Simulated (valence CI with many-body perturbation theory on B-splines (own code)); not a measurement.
Ce17+: E2, M1 decay

Level of theory: relativistic CI+MBPT: five valence electrons over a frozen Dirac-Fock core [Kr], a basis of 7 s, 7 p, 8 d, 6 f, 4 g, 1 h functions for each j, with the one-electron correlation potential Σ1 (screened to all orders), the two-electron term Σ2, the three-electron term Σ3, Breit, model QED; selected single and double excitations, second order for the rest, scaled by the run's own slope (own B-spline code, finite nucleus).

No measured levels were compared; by estimate terms of the open shell hold to 2 to 4 % of their energy, and close levels can change places. Among the levels kept, up to 460 cm⁻¹ of a level comes from second order outside the variational space, and about a tenth of that is noise between levels of different J, which matters for small intervals. The list stops below the first excitations out of the core.

Lines 1 to 50 of 120 in falling wavelength, among levels below 604080 cm⁻¹, chosen from the decays that carry over 1 % of a level's rate. Wavelengths and rates use the calculated energies, so an error of 2000 cm⁻¹ moves a line at 12980 Å by 26 % and its rate by three times that or more. Electric multipoles are in the length gauge, E1 and E2 with the static RPA response of the core. S is in atomic units (e²a₀⁴ for E2 and M2, e²a₀⁶ for E3), for M1 in squared Bohr magnetons. Weak lines are less certain than strong ones. Lines between different terms over intervals too small for the method are left out, as are lines whose strength nearly cancels. Where a level lies close to another of its J and parity, the split of strength between their lines is uncertain.

Names give the largest LS component (configuration and term), which can be under half, so a name can repeat, a term be missing and a line seem to break the LS rules; names also repeat where a configuration has a term twice. Letters in brackets count levels of one name in rising energy.

| λ vac (Å) | Upper | Lower | Type | A (s⁻¹) | S (a.u.) |
| --- | --- | --- | --- | --- | --- |
| 31470 | 4d5 4G_11/2 | 4d5 4G_7/2 | E2 | 2.14e-08 | 7.08e-03 |
| 29060 | 4d5 4G_9/2 | 4d5 4G_11/2 | M1 | 9.25e-01 | 8.41e+00 |
| 15110 | 4d5 4G_9/2 | 4d5 4G_7/2 | M1 | 7.30e+00 | 9.33e+00 |
| 12980 | 4d5 2D_3/2 [a] | 4d5 4F_5/2 | M1 | 6.78e+00 | 2.20e+00 |
| 11520 | 4d5 2I_13/2 | 4d5 2I_11/2 | M1 | 5.53e+00 | 4.39e+00 |
| 10740 | 4d5 4P_1/2 | 4d5 4D_3/2 [a] | M1 | 3.66e+01 | 3.36e+00 |
| 9192 | 4d5 4D_3/2 [b] | 4d5 2D_5/2 [a] | M1 | 2.26e+01 | 2.60e+00 |
| 8761 | 4d5 2F_7/2 [a] | 4d5 4D_7/2 | M1 | 2.90e+00 | 5.79e-01 |
| 8130 | 4d5 2F_5/2 [a] | 4d5 2F_7/2 [a] | M1 | 1.09e+01 | 1.30e+00 |
| 7496 | 4d5 4D_7/2 | 4d5 4G_9/2 | M1 | 1.43e+01 | 1.79e+00 |
| 7409 | 4d5 2G_7/2 [a] | 4d5 2F_5/2 [a] | M1 | 1.35e+01 | 1.63e+00 |
| 7173 | 4d5 4D_7/2 | 4d5 4G_5/2 [b] | M1 | 5.22e+01 | 5.72e+00 |
| 6738 | 4d5 4F_3/2 | 4d5 2D_5/2 [a] | M1 | 1.87e+01 | 8.49e-01 |
| 6521 | 4d5 4G_7/2 | 4d5 4G_5/2 [a] | M1 | 7.20e+01 | 5.92e+00 |
| 5953 | 4d5 2G_9/2 [a] | 4d5 4D_7/2 | M1 | 3.79e+01 | 2.96e+00 |
| 5679 | 4d5 4D_3/2 [a] | 4d5 4G_5/2 [a] | M1 | 6.39e+01 | 1.74e+00 |
| 5646 | 4d5 2H_9/2 | 4d5 2G_9/2 [a] | M1 | 4.64e+01 | 3.10e+00 |
| 5557 | 4d5 4F_5/2 | 4d5 4F_3/2 | M1 | 1.79e+01 | 6.85e-01 |
| 5525 | 4d5 4F_7/2 | 4d5 4F_5/2 | M1 | 3.11e+01 | 1.56e+00 |
| 5010 | 4d5 4D_7/2 | 4d5 4G_7/2 | M1 | 8.52e+01 | 3.18e+00 |
| 4899 | 4d5 2G_7/2 [a] | 4d5 2G_9/2 [a] | M1 | 9.84e+00 | 3.43e-01 |
| 4867 | 4d5 4F_7/2 | 4d5 2H_9/2 | M1 | 5.99e+01 | 2.05e+00 |
| 4792 | 4d5 2G_9/2 [b] | 4d5 2G_7/2 [a] | M1 | 4.22e+01 | 1.72e+00 |
| 4774 | 4d5 2D_3/2 [a] | 4d5 2F_5/2 [a] | M1 | 1.11e+01 | 1.79e-01 |
| 4733 | 4d5 4D_1/2 | 4d5 4P_1/2 | M1 | 2.75e+02 | 2.16e+00 |
| 4683 | 4d5 4G_5/2 [b] | 4d5 4G_5/2 [a] | M1 | 3.04e+02 | 6.95e+00 |
| 4586 | 4d5 2D_5/2 [a] | 4d5 4D_3/2 [a] | M1 | 1.43e+01 | 3.06e-01 |
| 4554 | 4d5 4F_5/2 | 4d5 4D_3/2 [b] | M1 | 6.45e+01 | 1.36e+00 |
| 4330 | 4d5 2H_9/2 | 4d5 2F_7/2 [a] | M1 | 2.27e+01 | 6.83e-01 |
| 4243 | 4d5 2G_9/2 [b] | 4d5 2H_9/2 | M1 | 1.87e+02 | 5.28e+00 |
| 4217 | 4d5 2F_5/2 [a] | 4d5 4D_7/2 | M1 | 4.25e+01 | 7.09e-01 |
| 4186 | 4d5 2I_11/2 | 4d5 4G_9/2 | M1 | 5.22e+01 | 1.70e+00 |
| 4153 | 4d5 2D_5/2 [a] | 4d5 4G_7/2 | M1 | 1.34e+02 | 2.13e+00 |
| 4040 | 4d5 2F_7/2 [a] | 4d5 4G_9/2 | M1 | 1.17e+02 | 2.29e+00 |
| 4003 | 4d5 2F_5/2 [b] | 4d5 4F_3/2 | M1 | 1.64e+02 | 2.34e+00 |
| 3977 | 4d5 2F_7/2 [b] | 4d5 2F_5/2 [a] | M1 | 2.81e+01 | 5.25e-01 |
| 3944 | 4d5 2F_7/2 [a] | 4d5 4G_5/2 [b] | M1 | 2.48e+01 | 4.50e-01 |
| 3915 | 4d5 4F_5/2 | 4d5 2F_7/2 [a] | M1 | 2.40e+02 | 3.20e+00 |
| 3891 | 4d5 2D_3/2 [a] | 4d5 4F_3/2 | M1 | 1.35e+02 | 1.18e+00 |
| 3876 | 4d5 2G_7/2 [a] | 4d5 2F_7/2 [a] | M1 | 1.04e+02 | 1.79e+00 |
| 3659 | 4d5 2I_11/2 | 4d5 4G_11/2 | M1 | 2.56e+02 | 5.58e+00 |
| 3658 | 4d5 4F_3/2 | 4d5 4P_1/2 | M1 | 5.44e+01 | 3.95e-01 |
| 3455 | 4d5 4D_3/2 [b] | 4d5 4G_5/2 [b] | M1 | 6.30e+01 | 3.85e-01 |
| 3371 | 4d5 2D_3/2 [a] | 4d5 4D_3/2 [b] | M1 | 2.77e+01 | 1.58e-01 |
| 3285 | 4d5 4D_1/2 | 4d5 4D_3/2 [a] | M1 | 2.31e+02 | 6.06e-01 |
| 3191 | 4d5 4F_7/2 | 4d5 2F_5/2 [a] | M1 | 2.04e+02 | 1.97e+00 |
| 3187 | 4d5 2F_7/2 [a] | 4d5 4G_7/2 | M1 | 3.69e+01 | 3.54e-01 |
| 3134 | 4d5 2D_3/2 [a] | 4d5 4D_1/2 | M1 | 4.09e+01 | 1.87e-01 |
| 3119 | 4d5 2F_7/2 [b] | 4d5 2G_9/2 [a] | M1 | 3.34e+01 | 3.01e-01 |
| 3074 | 4d5 2F_5/2 [b] | 4d5 2F_7/2 [a] | M1 | 1.96e+01 | 1.27e-01 |
